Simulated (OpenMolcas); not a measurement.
# Ne III: effect of the active space

- Program: OpenMolcas
- Method: CASSCF
- Basis: ANO-RCC-VDZP
- Scalar Hamiltonian: DKH2, point nucleus
- Spin-orbit coupling: RASSI with atomic mean-field integrals over the reference wave functions, term energies averaged over their components

A. 4 electrons in 3 orbitals (2p); 2S+1 = 3 even, 3 roots; 2S+1 = 1 even, 6 roots; cost of the order of 4 core-seconds
B. 6 electrons in 4 orbitals (2s 2p); 2S+1 = 3 even, 3 roots; 2S+1 = 1 even, 6 roots; 2S+1 = 3 odd, 3 roots; 2S+1 = 1 odd, 3 roots; cost of the order of 12 core-seconds

Energies in cm⁻¹ above 2s² 2p⁴ ³P₂, the measured ground level; measured values from Moore, Atomic Energy Levels, vol. I, NSRDS-NBS 35 (1971 reprint of NBS Circular 467, 1949).

| Level | A | B | Measured |
| --- | --- | --- | --- |
| 2s² 2p⁴ ³P₂ | 0.0 | 0.0 | 0.0 |
| 2s² 2p⁴ ³P₁ | 627 | 627 | 650 |
| 2s² 2p⁴ ³P₀ | 926 | 923 | 927 |
| 2s² 2p⁴ ¹D₂ | 27580 | 27580 | 25841 |
| 2s² 2p⁴ ¹S₀ | 68245 | 52469 | 55747 |

Deviations, from unrounded energies. A percentage is the sum of absolute deviations over the sum of measured energies, with the sign that they share, or ± where signs differ.

```
                        Against measurement  Levels      A     B
             mean absolute deviation (cm-1)       4   3600  1300
      fine structure of the ground term (%)       2   -1.5  -1.7
other terms of the ground configuration (%)       2  +17.4  ±6.1
```

B lies closest to measurement on these levels. The largest miss of B in the table is 2s² 2p⁴ ¹S₀, by -3300 cm-1. The ranking rests on the paired levels alone, and a cruder setting can come out closer through cancelling errors.

Between A and B the level of the table that moves most is 2s² 2p⁴ ¹S₀, by 16000 cm-1 (lowest in B, highest in A).

With the s shell closed, the reference lacks s² → p² mixing (holds for A). Computed and measured levels are paired by configuration, term and J; levels that our copy of the source lacks, or whose pairing is in doubt (as where it misses far off the trend of its configuration), stay unpaired and out of the deviations. Only configurations of the active space appear. The table leaves out levels that lie high or whose names do not pair safely across all columns.
